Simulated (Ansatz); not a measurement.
The cluster Tl2Br⁻. Charge -1, multiplicity 3. Geometry PBE-D4/def2-TZVP, that of the neutral doublet; atoms count from 1.

Cartesian coordinates in Å:
```
Tl -1.553 0.945 0.584
Tl 1.663 -0.368 0.864
Br -0.110 -0.577 -1.449
```

In the def2 sets Tl takes a core potential; there is no spin–orbit coupling. The highest occupied level of the charge -1 triplet lies above zero (up to 0.58 eV). By energy differences its removal costs 0.75 eV (vertical, to the charge 0 doublet, at PBE0-D4/def2-TZVPD); a positive level beside a positive removal energy at the same level points to self-interaction error. The structure comes from a short search, and lower isomers may exist.

Question: Estimate the Mulliken populations from the PBE0/def2-TZVPD orbitals of Ansatz.

Answer: 
| atom | charge (e) | spin (α − β) |
| --- | --- | --- |
| Tl1 | -0.22 | 1.02 |
| Tl2 | -0.22 | 1.02 |
| Br3 | -0.57 | -0.04 |
Mulliken values and Mayer orders depend strongly on the basis. With diffuse functions, as here, like atoms can get unlike values, and bond orders can come out too low or too high.

Question: Where does the spin sit?

Answer: Summed by element: Tl 2.04, Br -0.04, of 2 unpaired in all. Largest on single atoms: Tl1 1.02, Tl2 1.02, Br3 -0.04.

Question: And the Mayer bond orders between bonded heavy atoms (over 0.3)?

Answer: Tl1–Tl2 1.07 (3.48 Å); Tl1–Br3 0.32 (2.92 Å); Tl2–Br3 0.32 (2.92 Å).
